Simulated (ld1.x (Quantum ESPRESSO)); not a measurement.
**Logarithmic derivatives: fluorine (F), PAW**

- Element: F (Z = 9)
- Generator: ld1.x (Quantum ESPRESSO) 7.5
- Type: PAW
- Functional: LDA (PZ)
- Relativity: scalar-relativistic
- Frozen core: [He]
- Valence charge: 7
- Reference configuration: 2s1.5 2p5.5
- Partial waves: 2s (bound): rcut 0.75, rcutus 0.90 bohr; 2s channel at -1.7 Ry: rcut 0.75, rcutus 0.90 bohr; 2p (bound): rcut 1.45, rcutus 2.00 bohr; 2p channel at -0.55 Ry: rcut 1.45, rcutus 2.00 bohr; 3d channel at 0.25 Ry: rcut 1.30, rcutus 1.60 bohr; 3d channel at 1.35 Ry: rcut 1.30, rcutus 1.60 bohr
- Local potential: all-electron potential smoothed inside 0.85 bohr (lloc = -2)
- Core correction: Bessel-smoothed model core, default radius (core density twice the valence density)
- Augmentation charge: PSQ, inside the norm-conserving radii

The phase is arctan(r·u′/u) with u = r·R(r), unwrapped; energies in Ry, scanned from -4 to 5 Ry. A pole is an energy at which the radial function vanishes at the test radius. The pseudo phase is shifted by a multiple of π to meet the all-electron one at the reference energy, and phase errors are pseudo minus all-electron; the curves can meet again beyond the range given. Levels narrower than the energy grid can be missing from the lists of poles.

```csv
channel,radius (bohr),reference energy (Ry),"poles, all-electron","poles, pseudo",unbroken range about the reference energy with phases within 0.05 rad,phase error 1 Ry above the reference energy (rad)
s,2.19,-2.20,-2.01,-2.01,the whole range,-0.000
p,2.19,-0.85,-0.57,-0.57,the whole range,+0.000
d,2.19,0.25,4.69,4.70,the whole range,+0.000
```

Phases in the d channel:

| E (Ry) | all-electron | pseudo |
| --- | --- | --- |
| -4.00 | 1.366 | 1.366 |
| -3.76 | 1.361 | 1.361 |
| -3.52 | 1.355 | 1.355 |
| -3.28 | 1.350 | 1.350 |
| -3.04 | 1.343 | 1.343 |
| -2.80 | 1.337 | 1.337 |
| -2.56 | 1.329 | 1.329 |
| -2.32 | 1.321 | 1.321 |
| -2.08 | 1.312 | 1.312 |
| -1.84 | 1.302 | 1.302 |
| -1.60 | 1.291 | 1.291 |
| -1.36 | 1.278 | 1.278 |
| -1.12 | 1.264 | 1.264 |
| -0.88 | 1.247 | 1.247 |
| -0.64 | 1.228 | 1.228 |
| -0.40 | 1.206 | 1.206 |
| -0.16 | 1.179 | 1.179 |
| 0.08 | 1.146 | 1.146 |
| 0.32 | 1.106 | 1.106 |
| 0.56 | 1.054 | 1.054 |
| 0.80 | 0.985 | 0.985 |
| 1.04 | 0.890 | 0.890 |
| 1.28 | 0.754 | 0.754 |
| 1.52 | 0.551 | 0.551 |
| 1.76 | 0.251 | 0.251 |
| 2.00 | -0.146 | -0.146 |
| 2.24 | -0.545 | -0.545 |
| 2.48 | -0.851 | -0.851 |
| 2.72 | -1.057 | -1.057 |
| 2.96 | -1.197 | -1.197 |
| 3.20 | -1.294 | -1.294 |
| 3.44 | -1.367 | -1.367 |
| 3.68 | -1.422 | -1.422 |
| 3.92 | -1.467 | -1.467 |
| 4.16 | -1.504 | -1.504 |
| 4.40 | -1.536 | -1.536 |
| 4.64 | -1.565 | -1.564 |
| 4.88 | -1.591 | -1.590 |
